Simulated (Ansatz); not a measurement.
CH7BSiTe (`BC[Te][SiH3]`), relaxed with RKS PBE-D4/def2-SVP in Ansatz 0.2.0 from a rough embedded geometry. The force threshold is 0.03 eV/Å; the program also tests the step.

The species carries charge 0 and has multiplicity 1. Te takes the def2 core potential.

Start:

```xyz
11

B     2.116    1.080   -0.414
C     0.938    0.227    0.091
Te   -0.767    0.759   -1.038
Si   -2.198   -0.838    0.153
H     2.552    1.010   -1.503
H     2.751    1.809    0.347
H     1.141   -0.840   -0.070
H     0.732    0.462    1.130
H    -3.533   -0.879   -0.331
H    -2.143   -0.543    1.615
H    -1.590   -2.246    0.020
```

```json
{"step": "1", "energy (eV)": "-16986.3866", "largest force (eV/Å)": "2.115", "largest move (Å)": "0.000"}
{"step": "2", "energy (eV)": "-16986.5675", "largest force (eV/Å)": "0.827", "largest move (Å)": "0.150"}
{"step": "3", "energy (eV)": "-16986.6773", "largest force (eV/Å)": "0.296", "largest move (Å)": "0.127"}
{"step": "4", "energy (eV)": "-16986.6901", "largest force (eV/Å)": "0.203", "largest move (Å)": "0.038"}
{"step": "5", "energy (eV)": "-16986.7092", "largest force (eV/Å)": "0.197", "largest move (Å)": "0.112"}
{"step": "6", "energy (eV)": "-16986.7360", "largest force (eV/Å)": "0.329", "largest move (Å)": "0.192"}
{"step": "7", "energy (eV)": "-16986.7752", "largest force (eV/Å)": "0.193", "largest move (Å)": "0.200"}
{"step": "8", "energy (eV)": "-16986.8049", "largest force (eV/Å)": "0.117", "largest move (Å)": "0.200"}
{"step": "9", "energy (eV)": "-16986.8446", "largest force (eV/Å)": "0.278", "largest move (Å)": "0.196"}
{"step": "10", "energy (eV)": "-16986.8892", "largest force (eV/Å)": "0.532", "largest move (Å)": "0.194"}
{"step": "11", "energy (eV)": "-16986.9447", "largest force (eV/Å)": "0.449", "largest move (Å)": "0.191"}
{"step": "12", "energy (eV)": "-16987.0035", "largest force (eV/Å)": "0.420", "largest move (Å)": "0.196"}
{"step": "13", "energy (eV)": "-16987.0618", "largest force (eV/Å)": "0.296", "largest move (Å)": "0.200"}
{"step": "14", "energy (eV)": "-16987.1187", "largest force (eV/Å)": "0.181", "largest move (Å)": "0.200"}
{"step": "15", "energy (eV)": "-16987.1478", "largest force (eV/Å)": "0.146", "largest move (Å)": "0.196"}
{"step": "16 (rejected)", "energy (eV)": "-16987.1469", "largest force (eV/Å)": "0.239", "largest move (Å)": "0.194"}
{"step": "17", "energy (eV)": "-16987.1598", "largest force (eV/Å)": "0.123", "largest move (Å)": "0.095"}
{"step": "18", "energy (eV)": "-16987.1660", "largest force (eV/Å)": "0.070", "largest move (Å)": "0.097"}
{"step": "19", "energy (eV)": "-16987.1678", "largest force (eV/Å)": "0.043", "largest move (Å)": "0.042"}
{"step": "20", "energy (eV)": "-16987.1679", "largest force (eV/Å)": "0.039", "largest move (Å)": "0.012"}
{"step": "21", "energy (eV)": "-16987.1681", "largest force (eV/Å)": "0.007", "largest move (Å)": "0.007"}
```

End:

```xyz
11

B     1.393    1.100   -0.194
C     1.496   -0.450   -0.093
Te   -0.206   -0.214   -1.545
Si   -1.963   -0.427    0.268
H     2.073    1.688   -1.016
H     0.748    1.726    0.628
H     2.273   -1.015   -0.638
H     1.112   -1.009    0.780
H    -3.286   -0.103   -0.366
H    -1.646    0.535    1.375
H    -1.993   -1.833    0.802
```

Hardware: 4 threads of an Arm Neoverse V2 on a shared host. Wall time 22 s, peak host memory 0.16 GiB.
